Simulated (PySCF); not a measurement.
Radial density of Te²⁺ (tellurium, charge +2)

UHF, [Kr] 4d10 5s2 5p2, high-spin 3P determinant. Calculation: PySCF 2.14, in cc-pVDZ-PP with ECP28MDF (4s3p2d, 23 functions); a scalar-relativistic core potential. This is the valence pseudo-density: the core potential removes the inner electrons and smooths the orbitals near the nucleus.

```
r (bohr)  4πr²ρ (e/bohr)  4πr²(ρα − ρβ)
 0.00207       1.927e-05         0.0000
 0.00348       5.377e-05         0.0000
 0.00586       0.0001464         0.0000
 0.00986       0.0003733         0.0000
  0.0166       0.0008131         0.0000
  0.0279        0.001356         0.0000
  0.0469        0.001891         0.0000
  0.0789        0.003066         0.0000
   0.133         0.02002         0.0002
   0.223          0.2512         0.0021
   0.375           3.981         0.0461
   0.632           23.55         0.2200
    1.06           15.42         0.0033
    1.79           3.698         1.0392
    3.01          0.8888         0.5499
    5.06         0.03690         0.0313
    8.50       2.530e-05         0.0000
```

Energies and moments cover only the electrons outside the core potential.
